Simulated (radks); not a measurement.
The numbers below are computed, except where a source is named.
Question: Species: Ar+. Configuration: [Ne] 3s2 3p5. Code: a radial shooting solver on a logarithmic mesh with Libxc functionals. Model: scalar-relativistic Kohn-Sham, r2SCAN, spin-polarised, spherical densities, finite nucleus; open shells are filled with parallel spins first; meta-GGA in the generalised Kohn-Sham scheme; Fermi nuclear charge, rms radius 3.4274 fm. Some entries of the table are withheld. Estimate them.

orbital,occ.,eigenvalue (hartree),r(max) (bohr)
1s up,1,-115.7700,0.05608
1s down,1,-115.7589,0.05607
2s up,1,(1),(2)
2s down,1,(3),(4)
2p up,3,-9.09167,0.2809
2p down,3,-9.08021,0.2811
3s up,1,-1.41609,1.164
3s down,1,-1.36097,1.166
3p up,3,(5),1.261
3p down,2,(6),1.267

Answer: 
(1) 2s up eigenvalue (hartree): -11.63554
(2) 2s up r(max) (bohr): 0.3379
(3) 2s down eigenvalue (hartree): -11.63042
(4) 2s down r(max) (bohr): 0.3381
(5) 3p up eigenvalue (hartree): -0.85254
(6) 3p down eigenvalue (hartree): -0.80136
